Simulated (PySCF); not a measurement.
NbS₂⁺, singlet: molecular constants

Level of theory: PySCF, PBE0, basis Nb def2-TZVP with ECP28, S def2-TZVP (scalar-relativistic core potentials, no spin–orbit coupling, density fitting).

The structure is a minimum.

* Point group: C2v
* Bond lengths: Nb–S 2.098 Å (×2)
* Bond angles: S–Nb–S 104.7°
* Rotational constants: 0.271, 0.09552, 0.07063 cm⁻¹
* Principal polarisabilities: 36.9, 52.7, 101.8 bohr³
* Enthalpy at 298.15 K above 0 K: 12.16 kJ/mol
* Principal quadrupole moments (Buckingham, traceless) about the centre of mass: -3.32, -0.48, 3.80 D Å
* Lowest empty level: -9.51 eV
* Entropy at 298.15 K and 1 bar: 288.2 J/(mol K)
* Highest occupied level: -12.43 eV
* Zero-point energy: 8.5 kJ/mol
* Dipole moment about the centre of mass: 4.48 D
* Rotational symmetry number: 2
* Heat capacity Cp at 298.15 K: 49.5 J/(mol K)

Harmonic modes (masses in u: Nb 92.906, S 31.972):
```csv
symmetry,ω (cm⁻¹),IR (km/mol)
a1,216,0.0
b2,594,78.7
a1,606,4.4
```

In C2v the vibrations span 2a1 + b2. Here b1 is antisymmetric to the molecular plane and b2 lies in it.

Charges (e):
```
atom  Mulliken  Löwdin  polar tensor  Mayer order to Nb1
 Nb1      1.21    0.27          1.51                   –
S2,3     -0.11    0.36         -0.25                2.41
```

Mulliken populations on Nb1 (electrons outside its core potential): s 2.19, p 6.15, d 3.41, f 0.03.

Formally Nb is in oxidation state +5, d0. A d0 centre has no lone pair, yet it is C2v rather than linear: covalent bonding through the d orbitals favours lower symmetry. The polar-tensor charge on Nb, 1.51, is far below the formal one.

This need not be the most stable arrangement of these atoms.

The final relaxation and frequency run took 18 s on 4 threads of a shared Intel Xeon Platinum 8488C (Sapphire Rapids) host, with 114 basis functions and 10 gradients; the process peaked at 1 GiB.
